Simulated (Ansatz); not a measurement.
Cost and result for the atomization energy of `CB1C(O)[N]1[AlH2]` (13 atoms, 13 bonds).

```xyz
13

C    -0.142   -0.296    2.131
B    -0.245   -0.314    0.585
C    -0.382   -0.990   -0.785
O     0.642   -1.687   -1.434
N    -0.149    0.465   -0.546
Al    0.151    1.914   -1.549
H     0.635   -0.987    2.473
H     0.075    0.694    2.535
H    -1.076   -0.656    2.574
H    -1.324   -1.216   -1.278
H     1.286   -1.978   -0.785
H    -0.024    1.798   -3.114
H     0.552    3.253   -0.807
```

The species carries charge 0 and has multiplicity 1. All single points use the PBE0-D4/def2-TZVP geometry. It is one conformer, not always the lowest. Program: Ansatz. All runs use 4 threads of an AMD EPYC 7B13 on a shared host. Times are those of one run each, without the atoms' runs, and a repeat can differ threefold. Electronic energies, without spin–orbit coupling; frozen cores. CCSD(T)/CBS adds CCSD(T) − MP2 in def2-TZVPP to the MP2 limit, and its time is that of the two runs behind it. T1 = 0.012. B3LYP takes the VWN-RPA correlation (the form of Gaussian; ORCA's B3LYP/G).

CCSD(T)/CBS is a level of theory with its own doubt, some kJ/mol a heavy atom from the limit and from the frozen cores, so smaller differences don't rank the functionals.

```
                            level  functions  wall time  atomization (kJ/mol)  difference from CCSD(T)/CBS  per bond
           LDA (SPW92)/def2-TZVPP        295      1.4 s                5598.6                        745.7      57.4
  PBE-D4/def2-TZVPP (with forces)        295      2.8 s                4983.9                        131.0      10.1
               PBE0-D4/def2-TZVPP        295      3.2 s                4886.0                         33.1       2.5
B3LYP-D4/def2-TZVPP (with forces)        295      5.5 s                4874.6                         21.7       1.7
                B2PLYP/def2-TZVPP        295      6.5 s                4820.2                        -32.7      -2.5
              PBE-QIDH/def2-TZVPP        295      6.5 s                4838.7                        -14.2      -1.1
               ωB97X-V/def2-TZVPP        295        8 s                4886.0                         33.1       2.5
                 CCSD(T)/def2-SVP        123        8 s                4611.3                       -241.6     -18.6
                B97M-V/def2-TZVPP        295      8.5 s                4908.3                         55.4       4.3
 ωB97M-V/def2-TZVPP (with forces)        295       11 s                4891.8                         38.9       3.0
                   MP2/def2-QZVPP        565       26 s                4903.1                         50.2       3.9
               CCSD(T)/def2-TZVPP        295    9.5 min                4721.9                       -131.0     -10.1
                CCSD(T)/CBS(def2)          –    9.9 min                4852.9                          0.0       0.0
```

Leaving LDA and LC-ωPBE aside and taking each functional with its dispersion term where it has one, the values, not all of them listed here, spread over 262.4 kJ/mol, from BHLYP-D4 to PBE-D4. LDA lies +640.1 kJ/mol from PBE without D4, its usual overbinding. From PBE to PBE0 (25 % exact exchange), in def2-TZVPP and without D4, the atomization energy moves by −94.2 kJ/mol: exact exchange takes away binding that semilocal exchange gives to molecules. The D4 term adds +40.7 kJ/mol with B3LYP and +21.7 kJ/mol with PBE0; it sums over pairs of atoms, weighted by their polarisabilities, and B3LYP, whose exchange is more repulsive, gets the larger term.
